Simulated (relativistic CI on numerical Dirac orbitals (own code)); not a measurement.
## Hyperfine structure of Er58+, mass number 167

Computed by Dirac-Coulomb-Breit CI, separate exchange-only KLI orbitals for each configuration, model QED (radiative potential, 1s self-energy scaled to tabulated hydrogen-like ionisation energies), unscaled Slater integrals (own radial code, finite nucleus).

Configuration list (outside the closed core 1s2): 2s2 2p6, 2s2 2p5 3s, 2s2 2p5 3p, 2s2 2p5 3d, 2s 2p6 3s, 2s 2p6 3p, 2s 2p6 3d, 2s2 2p5 4s, 2s2 2p5 4p, 2s2 2p5 4d, 2s2 2p5 4f, 2s2 2p4 3s2, 2s 2p6 4s, 2s2 2p4 3s 3p, 2s 2p6 4p, 2s 2p6 4d. Levels of other configurations are missing.

Nuclear spin I = 7/2, μ = -0.5623 μN, Q = 3.57 b (tables of Stone and Pyykkö). The electronic factors are computed for point nuclear moments, without core polarisation or the Bohr-Weisskopf and QED corrections.

```tsv
Level	E (eV)	A (GHz)	B (GHz)
2s2 2p5 3s 3P°_2	6944.40	-245.7	-4290
2s2 2p5 3s 1P°_1	6952.01	48.23	-2100
2s2 2p5 3p 3D_2	7077.03	-129.5	-4300
2s2 2p5 3p 3D_3	7329.88	-63.2	-3070
2s2 2p5 3p 1P_1	7330.13	-64.1	1180
2s2 2p5 3p 3P_2	7341.41	-63.11	-9.07
2s2 2p5 3d 3P°_1	7481.45	-51.83	1520
2s2 2p5 3d 3F°_3	7483.43	-56.86	-4080
```

Levels with J = 0, under 50 % of one LS term, or S terms without an open s electron are left out. Small factors come from cancelling terms and can be off by tens of per cent or more.

At this charge energies of transitions that change n are usually good to better than 1 %, and those within a shell (Δn = 0) to a few per cent.

Q: Give the hyperfine levels of 2s2 2p5 3s 3P°_2 relative to its centre of gravity.

A: With K = F(F + 1) − I(I + 1) − J(J + 1), E = AK/2 + B[¾K(K + 1) − I(I + 1)J(J + 1)]/[2I(2I − 1)J(2J − 1)]: F = 3/2: -87.7, F = 5/2: 1214, F = 7/2: 1963, F = 9/2: 1087, F = 11/2: -2793 GHz.

LS names give the leading component of a level, which can be under half, so a name can repeat, a term be missing and a line seem to break the LS rules.
